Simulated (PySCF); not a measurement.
**Working out the ionisation energy of Mo²⁺**

Mo²⁺ [Kr] 4d4 (5D) → Mo³⁺ [Kr] 4d3 (4F). Calculation: PySCF 2.14, in x2c-SVPall; scalar relativity by spin-free X2C-1e. Frozen: [Kr]. Energies in hartree (1 hartree = 27.21139 eV):

```
             part  Mo²⁺ (lower)  Mo³⁺ (upper)
              UHF  -4045.039013  -4044.080165
MP2 opposite-spin      0.000000      0.000000
    MP2 same-spin     -0.027006     -0.011398
```

Task: What does Hartree-Fock give?

Result: (-4044.080165) − (-4045.039013) = 0.958848 hartree = 26.092 eV.

Task: What do MP2 and SCS-MP2 (6/5 opposite-spin, 1/3 same-spin) give?

Result: The opposite-spin parts differ by 0.000 eV and the same-spin parts by 0.425 eV. MP2: 26.092 + (0.000) + (0.425) = 26.517 eV. SCS-MP2: 26.092 + 1.2 × (0.000) + (0.425)/3 = 26.234 eV.

Reference: 27.13 ± 0.12 eV (semi-empirical (NIST evaluation); NIST Atomic Spectra Database, ionization energies), between the lowest levels; spin-orbit coupling is absent from the calculation.

A double-zeta basis recovers only part of the correlation energy.

What remains against the reference includes basis incompleteness, the frozen core and correlation beyond second order.
